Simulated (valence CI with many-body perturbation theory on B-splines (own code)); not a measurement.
# E1 transitions of P10+

Calculated by valence CI with perturbative core correlation (CI+MBPT): three valence electrons over a frozen Dirac-Fock core [He], radial functions for each j: 11 s, 11 p, 9 d, 7 f, 5 g, 2 h, 1 i, with the one-electron correlation potential Σ1, the two-electron term Σ2, the three-electron term Σ3, Breit, model QED; selected CI, second order for the rest, scaled by the run's own slope (own B-spline code, finite nucleus).

No measured spectrum was set against this ion. As an estimate, levels of excited configurations hold to 0.05 to 0.15 % of their energy, terms of the ground configuration to about 0.5 %.

Lines 1 to 50 of 246 in falling wavelength, among levels below 2734300 cm⁻¹, chosen from the strongest by gf and those to the six lowest levels. Wavelengths and rates use the calculated energies, so an error of 300 cm⁻¹ moves a line at 169.0 nm by 0.51 % and its rate by three times that or more. Electric multipoles are in the length gauge, E1 and E2 with the static RPA response of the core. Weak lines are less certain than strong ones. Lines between different terms over intervals too small for the method are left out, as are lines whose strength nearly cancels. Where a level lies close to another of its J and parity, the split of strength between their lines is uncertain. The highest levels of a list are the least certain.

Names give the largest LS component (configuration and term), which can be under half, so a name can repeat, a term be missing and a line seem to break the LS rules; names also repeat where a configuration has a term twice. Letters in brackets count levels of one name in rising energy.

| λ vac (nm) | Upper | Lower | A (s⁻¹) | S (a.u.) with core polarisation | S without |
| --- | --- | --- | --- | --- | --- |
| 169.0 | 2s.2p.3d 4D°_5/2 | 2s.2p.3p 4P_3/2 | 4.52e+07 | 6.47e-01 | 6.47e-01 |
| 166.3 | 2s.2p.3d 4D°_7/2 | 2s.2p.3p 4P_5/2 | 8.83e+07 | 1.60e+00 | 1.60e+00 |
| 147.9 | 2s.2p.3d 4P°_5/2 | 2s.2p.3p 4P_5/2 | 5.49e+07 | 5.26e-01 | 5.26e-01 |
| 145.1 | 2s.2p.3d 4F°_5/2 | 2s.2p.3p 2P_3/2 [a] | 5.85e+07 | 5.29e-01 | 5.29e-01 |
| 144.1 | 2s.2p.3d 4F°_9/2 | 2s.2p.3p 4D_7/2 | 1.97e+08 | 2.91e+00 | 2.91e+00 |
| 142.4 | 2s.2p.3d 2F°_7/2 [b] | 2s.2p.3p 2D_5/2 [b] | 1.69e+08 | 1.92e+00 | 1.92e+00 |
| 141.8 | 2s.2p.3d 4F°_7/2 | 2s.2p.3p 4D_5/2 | 1.85e+08 | 2.09e+00 | 2.09e+00 |
| 139.7 | 2s.2p.3d 2F°_5/2 [b] | 2s.2p.3p 2D_3/2 [b] | 1.36e+08 | 1.10e+00 | 1.09e+00 |
| 136.9 | 2s.2p.3d 4F°_5/2 | 2s.2p.3p 4D_3/2 | 1.11e+08 | 8.47e-01 | 8.47e-01 |
| 135.0 | 2s.2p.3d 4F°_3/2 | 2s.2p.3p 4D_1/2 | 1.06e+08 | 5.16e-01 | 5.16e-01 |
| 135.0 | 2s.2p.3d 2P°_3/2 [a] | 2s.2p.3p 2S_1/2 [a] | 1.39e+08 | 6.76e-01 | 6.76e-01 |
| 129.2 | 2s.2p.3d 2P°_3/2 [b] | 2s.2p.3p 2S_1/2 [b] | 1.46e+08 | 6.21e-01 | 6.20e-01 |
| 128.4 | 2s.2p.3p 4D_5/2 | 2s.2p.3s 4P°_5/2 | 7.72e+07 | 4.83e-01 | 4.84e-01 |
| 127.3 | 2s.2p.3p 4D_3/2 | 2s.2p.3s 4P°_3/2 | 1.25e+08 | 5.09e-01 | 5.09e-01 |
| 123.0 | 2s.2p.3d 2D°_5/2 [b] | 2s.2p.3p 2P_3/2 [b] | 1.82e+08 | 1.00e+00 | 1.00e+00 |
| 121.8 | 2s.2p.3p 2D_5/2 [a] | 2s.2p.3s 2P°_3/2 [a] | 3.51e+08 | 1.88e+00 | 1.88e+00 |
| 121.4 | 2s.2p.3p 2D_3/2 [a] | 2s.2p.3s 2P°_1/2 [a] | 2.78e+08 | 9.83e-01 | 9.84e-01 |
| 121.1 | 2s.2p.3d 2D°_3/2 [b] | 2s.2p.3p 2P_1/2 [b] | 1.62e+08 | 5.69e-01 | 5.69e-01 |
| 121.1 | 2s.2p.3d 2D°_5/2 [b] | 2s.2p.3p 2D_5/2 [b] | 7.20e+07 | 3.78e-01 | 3.78e-01 |
| 120.4 | 2s2.3d 2D_5/2 | 2s2.3p 2P°_3/2 | 3.04e+08 | 1.57e+00 | 1.57e+00 |
| 120.2 | 2s.2p.3p 4D_7/2 | 2s.2p.3s 4P°_5/2 | 3.92e+08 | 2.69e+00 | 2.69e+00 |
| 119.8 | 2s.2p.3d 4P°_5/2 | 2s.2p.3p 4S_3/2 | 1.98e+08 | 1.01e+00 | 1.01e+00 |
| 119.2 | 2s.2p.3p 4D_5/2 | 2s.2p.3s 4P°_3/2 | 3.05e+08 | 1.53e+00 | 1.53e+00 |
| 117.8 | 2s.2p.3d 4P°_3/2 | 2s.2p.3p 4S_3/2 | 1.72e+08 | 5.54e-01 | 5.54e-01 |
| 117.7 | 2s2.3d 2D_3/2 | 2s2.3p 2P°_1/2 | 2.70e+08 | 8.68e-01 | 8.68e-01 |
| 117.1 | 2s.2p.3p 2D_3/2 [b] | 2s.2p.3s 2P°_3/2 [b] | 1.82e+08 | 5.78e-01 | 5.79e-01 |
| 116.5 | 2s.2p.3p 2D_3/2 [b] | 2s.2p.3s 2P°_1/2 [b] | 1.47e+08 | 4.59e-01 | 4.59e-01 |
| 116.5 | 2s.2p.3p 2P_3/2 [a] | 2s.2p.3s 4P°_1/2 | 1.22e+08 | 3.81e-01 | 3.81e-01 |
| 116.4 | 2s.2p.3p 2P_1/2 [b] | 2s.2p.3s 2P°_1/2 [b] | 2.27e+08 | 3.53e-01 | 3.53e-01 |
| 115.7 | 2s.2p.3p 2D_5/2 [b] | 2s.2p.3s 2P°_3/2 [b] | 3.42e+08 | 1.57e+00 | 1.57e+00 |
| 114.9 | 2s.2p.3d 4D°_7/2 | 2s.2p.3p 4D_7/2 | 8.58e+07 | 5.14e-01 | 5.14e-01 |
| 113.9 | 2s.2p.3p 2P_3/2 [b] | 2s.2p.3s 2P°_3/2 [b] | 1.71e+08 | 4.98e-01 | 4.98e-01 |
| 113.4 | 2s.2p.3p 2P_3/2 [b] | 2s.2p.3s 2P°_1/2 [b] | 2.26e+08 | 6.50e-01 | 6.50e-01 |
| 112.9 | 2s2.3p 2P°_1/2 | 2s2.3s 2S_1/2 | 4.28e+08 | 6.09e-01 | 6.09e-01 |
| 111.3 | 2s.2p.3d 4D°_5/2 | 2s.2p.3p 2P_3/2 [a] | 8.26e+07 | 3.37e-01 | 3.37e-01 |
| 109.7 | 2s2.3p 2P°_3/2 | 2s2.3s 2S_1/2 | 4.67e+08 | 1.22e+00 | 1.22e+00 |
| 108.1 | 2s.2p.3d 2F°_7/2 [a] | 2s.2p.3p 2D_5/2 [a] | 4.98e+08 | 2.49e+00 | 2.49e+00 |
| 107.8 | 2s.2p.3d 2F°_5/2 [a] | 2s.2p.3p 2D_3/2 [a] | 4.66e+08 | 1.73e+00 | 1.73e+00 |
| 106.3 | 2s.2p.3d 2D°_5/2 [a] | 2s.2p.3p 2P_3/2 [a] | 1.41e+08 | 5.03e-01 | 5.03e-01 |
| 106.2 | 2s.2p.3d 2D°_3/2 [a] | 2s.2p.3p 2P_1/2 [a] | 1.56e+08 | 3.70e-01 | 3.70e-01 |
| 106.2 | 2s.2p.3p 4S_3/2 | 2s.2p.3s 4P°_5/2 | 1.62e+08 | 3.82e-01 | 3.83e-01 |
| 101.9 | 2s.2p.3d 2D°_5/2 [a] | 2s.2p.3p 4D_3/2 | 1.42e+08 | 4.44e-01 | 4.44e-01 |
| 99.84 | 2s.2p.3p 4S_3/2 | 2s.2p.3s 4P°_3/2 | 2.84e+08 | 5.59e-01 | 5.59e-01 |
| 96.80 | 2s.2p.3p 4S_3/2 | 2s.2p.3s 4P°_1/2 | 1.91e+08 | 3.43e-01 | 3.43e-01 |
| 94.75 | 2s.2p.3p 2S_1/2 [b] | 2s.2p.3s 2P°_3/2 [b] | 3.61e+08 | 3.03e-01 | 3.03e-01 |
| 94.10 | 2s.2p.3p 2S_1/2 [a] | 2s.2p.3s 2P°_3/2 [a] | 6.08e+08 | 5.00e-01 | 5.01e-01 |
| 93.10 | 2s.2p.3p 4P_3/2 | 2s.2p.3s 4P°_5/2 | 5.82e+08 | 9.28e-01 | 9.28e-01 |
| 90.87 | 2s.2p.3p 4P_5/2 | 2s.2p.3s 4P°_5/2 | 7.18e+08 | 1.60e+00 | 1.60e+00 |
| 90.60 | 2s.2p.3p 4P_1/2 | 2s.2p.3s 4P°_3/2 | 8.33e+08 | 6.11e-01 | 6.11e-01 |
| 86.19 | 2s.2p.3p 4P_5/2 | 2s.2p.3s 4P°_3/2 | 2.77e+08 | 5.25e-01 | 5.25e-01 |
